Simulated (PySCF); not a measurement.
# Zinc: a sound run and one with changed settings

Sound run: Zn [Ar] 3d10 4s2, Zn⁺ [Ar] 3d10 4s1. Calculation: PySCF 2.14, in x2c-TZVPall (6s5p4d1f, 48 functions); scalar relativity by spin-free X2C-1e. In the sound run the correlated levels freeze [Ar]. The sound run starts from symmetry-adapted Hartree-Fock orbitals and uses a fine grid where one is needed.

Changed run: initial guess minao, at most 50 SCF cycles.

```json
{"species": "Zn", "method": "UHF", "sound run (hartree)": "-1794.25420", "changed run (hartree)": "-1794.25420", "converged": "yes"}
{"species": "Zn", "method": "LDA", "sound run (hartree)": "-1792.91161", "changed run (hartree)": "-1792.91161", "converged": "yes"}
{"species": "Zn", "method": "CCSD(T)", "sound run (hartree)": "-1794.64624", "changed run (hartree)": "-1794.64624", "converged": "yes"}
{"species": "Zn⁺", "method": "B3LYP", "sound run (hartree)": "-1795.60853", "changed run (hartree)": "-1795.60853", "converged": "yes"}
{"species": "Zn⁺", "method": "MP2", "sound run (hartree)": "-1794.33779", "changed run (hartree)": "-1794.33779", "converged": "yes"}
```

Here the plain start reaches the same solutions.
